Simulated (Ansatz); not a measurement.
One change: `O=C(S)N[SiH3]` becomes `O=[C](S)[AlH][OH]`.

Ansatz, PBE0-D4/def2-TZVP geometries, multiplicity 1. Each molecule was computed in one conformer, which needn't be the lowest.

```json
{"property": "LUMO energy (B3LYP/def2-TZVPP) / eV", "`O=C(S)N[SiH3]`": "-0.60"}
{"property": "LUMO energy (ωB97M-V/def2-TZVPP) / eV", "`O=C(S)N[SiH3]`": "1.40"}
{"property": "size of the dipole moment (B3LYP/def2-TZVPP) / D", "`O=C(S)N[SiH3]`": "3.85"}
{"property": "HOMO energy (PBE0/def2-TZVPP) / eV", "`O=C(S)N[SiH3]`": "-7.87"}
{"property": "HOMO energy (ωB97M-V/def2-TZVPP) / eV", "`O=C(S)N[SiH3]`": "-10.09"}
{"property": "size of the dipole moment (ωB97M-V/def2-TZVPP) / D", "`O=C(S)N[SiH3]`": "3.86"}
```

(1) What does the change do to each property? (An estimate is asked.)

## Answers

(1) Computed: 
| property | `O=[C](S)[AlH][OH]` | shift |
| --- | --- | --- |
| LUMO energy (B3LYP/def2-TZVPP) / eV | -2.24 | -1.64 |
| LUMO energy (ωB97M-V/def2-TZVPP) / eV | -0.12 | -1.52 |
| size of the dipole moment (B3LYP/def2-TZVPP) / D | 2.61 | -1.24 |
| HOMO energy (PBE0/def2-TZVPP) / eV | -6.94 | 0.93 |
| HOMO energy (ωB97M-V/def2-TZVPP) / eV | -9.10 | 0.99 |
| size of the dipole moment (ωB97M-V/def2-TZVPP) / D | 2.64 | -1.22 |

With PBE0 the HOMO rises by 0.93 eV and the LUMO falls by 1.71 eV, so the gap narrows by about 2.64 eV. PBE moves the HOMO by 0.97 eV and ωB97M-V by 0.99 eV. Dipoles are sizes alone; their direction can turn.

B3LYP here is the variant with VWN-RPA as its local correlation; programs differ in this.
